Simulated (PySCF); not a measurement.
These are ωB97X-D3(BJ)/def2-TZVP // B3LYP-D3(BJ)/def2-TZVP run with PySCF values and carry that method's errors. Isolated molecules, 0 K electronic values unless said otherwise. 

Reference species (SMILES): `[Al]([CH3])([CH3])[CH3]` (neutral, multiplicity 1).

The dipole moment comes out as 0.00 D.

Changed species: `[I][Al]([I])[I]` (whole molecule; the reference has whole molecule).

Question: Predict the effect on the dipole moment.

Answer: the dipole moment hardly moves.
